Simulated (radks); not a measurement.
Problem. Species: the cadmium ion Cd7+. Configuration: [Kr] 4d5. Method: scalar-relativistic Kohn-Sham, PBE, spin-unpolarised, spherical densities, point nucleus; computed with a radial shooting solver on a logarithmic mesh with Libxc functionals. Some entries of the table are withheld. Estimate them.

orbital  occ.  eigenvalue (hartree)  <r^2> (bohr^2)  r(max) (bohr)
1s          2             -979.3101             (1)            (2)
2s          2             -149.2577         0.02043         0.1112
2p          6             -134.3909         0.01611        0.08899
3s          2             -31.43112          0.1465         0.3237
3p          6             -26.55467          0.1476         0.3169
3d         10             -18.93540          0.1326         0.2654
4s          2              -8.09929          0.8196         0.7862
4p          6              -6.60496          0.9432         0.8292
4d          5              -4.37429           1.268         0.9159
5s          0              -3.11077           3.758          1.753
5p          0              -2.65464           4.511          1.922

Solution. 
(1) 1s <r^2> (bohr^2): 0.001250
(2) 1s r(max) (bohr): 0.01968
